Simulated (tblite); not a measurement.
FK, charge -1, doublet, at the geometry of the source list (GFN-xTB shapes and energies of metal compounds can be far from the true ones) (a state made from the parent by changing its charge; the spin is typed, not shown lowest); IPEA1-xTB run with tblite.

Input for tblite:
```
$ tblite run mol.xyz --method ipea1 --charge -1 --spin 1 --json tblite.json --no-restart

# file mol.xyz
2

K     -0.53980000    -0.44520000    -0.72920000
F      0.53980000     0.44520000     0.72920000
```

What the program printed (banner, timings and long lists left out):

```
xTB calculator
 | screened Coulomb repulsion
 | Coulomb electrostatics
 |  * isotropic Klopman-Ohno-Mataga-Nishimoto electrostatics
 |  * onsite third-order electrostatics
 | DFT-D3(BJ) dispersion correction

halogen bonding energy    0.0000000000000E+00 Eh
repulsion energy          4.6245884765207E-03 Eh
dispersion energy        -1.0746259930617E-04 Eh
number of electrons       9.0000000000000E+00 e
integral cutoff           4.0000000000000E+01 bohr

------------------------------------------------------------
  cycle        total energy    energy error   density error
------------------------------------------------------------
      1     -5.949730856273  -5.9542480E+00   4.6982098E-01
      2     -5.955084578915  -5.3537226E-03   2.7219469E-01
      3     -5.955733288608  -6.4870969E-04   4.3679476E-02
      4     -5.955823566515  -9.0277908E-05   3.7531423E-03
      5     -5.955825294501  -1.7279850E-06   9.3127863E-04
      6     -5.955825320707  -2.6206912E-08   4.3937057E-05
      7     -5.955825320897  -1.8946977E-10   1.0853958E-06
------------------------------------------------------------

electronic energy        -5.9603424467741E+00 Eh
total energy             -5.9558253208969E+00 Eh

Post processing:
 | Mayer-Wiberg bond orders

[Info] JSON dump of results written to 'tblite.json'
```
